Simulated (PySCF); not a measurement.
Ranking problems on computed properties.

Species are written as SMILES; each is one conformer at its optimised geometry, gas phase, non-relativistic unless stated; the electronic structure was computed with PySCF and density fitting.

The conformers computed, where there is a choice (atom-mapped SMILES and torsion angles):
- `[CH2:1]=[C:2]([CH3:3])/[C:4]([SiH2:5])=[CH:6]\[SiH3:7]`: C1–C2–C4–Si5 118°
- `[CH3:1]/[C:2]=[CH:3]\[CH:4]1[SiH2:5][CH2:6][SiH2:7]1`: C2–C3–C4–Si5 127°
- `[CH2:1][CH2:2][C:3](=[O:4])[SiH2:5][NH2:6]`: C1–C2–C3–O4 -9°, C2–C3–Si5–N6 159°, H–N6–Si5–C3 27°, H–N6–Si5–C3 172°
- `[CH3:1]/[C:2](=[C:3]/[Cl:4])[CH2:5][Cl:6]`: C1–C2–C5–Cl6 -72°
- `[CH3:1][CH2:2][C:3](=[O:4])[SiH2:5][NH:6]`: C1–C2–C3–O4 1°, C2–C3–Si5–N6 66°, H–N6–Si5–C3 103°
- `[CH2:1]=[CH:2][CH2:3][O:4][SiH2:5][NH:6]`: C1–C2–C3–O4 -139°, C2–C3–O4–Si5 -169°, C3–O4–Si5–N6 33°, H–N6–Si5–O4 170°
- `[CH2:1][C:2](=[CH2:3])[CH:4]([Cl:5])[Cl:6]`: C1–C2–C4–Cl5 -60°

Task: Rank by smallest rotational constant, lowest first (GFN2-xTB).
A. `CCC(=O)[SiH2][NH]` [radical]
B. `C=CCO[SiH2][NH]` [radical]
C. `C=C(C)/C([SiH2])=C\[SiH3]` [radical]
D. `C/C(=[C]/Cl)CCl` [radical]
E. `C/[C]=C\C1[SiH2]C[SiH2]1` [radical]
F. `ClC(Cl)C([CH2])=C` [radical]
G. `[SiH2](N)C(C[CH2])=O` [radical]

Result: E (0.850 GHz), C (0.920 GHz), D (1.004 GHz), B (1.119 GHz), G (1.322 GHz), F (1.444 GHz), A (1.499 GHz).

Task: Rank by isotropic g value, lowest first (unrestricted B3LYP/pcH-1, mean-field spin–orbit at GFN2-xTB geometries).
A. `[CH2]C(=C)C(Cl)Cl` [radical]
B. `C/[C]=C\C1[SiH2]C[SiH2]1` [radical]
C. `C=C(C)/C([SiH2])=C\[SiH3]` [radical]
D. `CCC(=O)[SiH2][NH]` [radical]

Result: B (2.00235), A (2.00308), C (2.00342), D (2.00453).
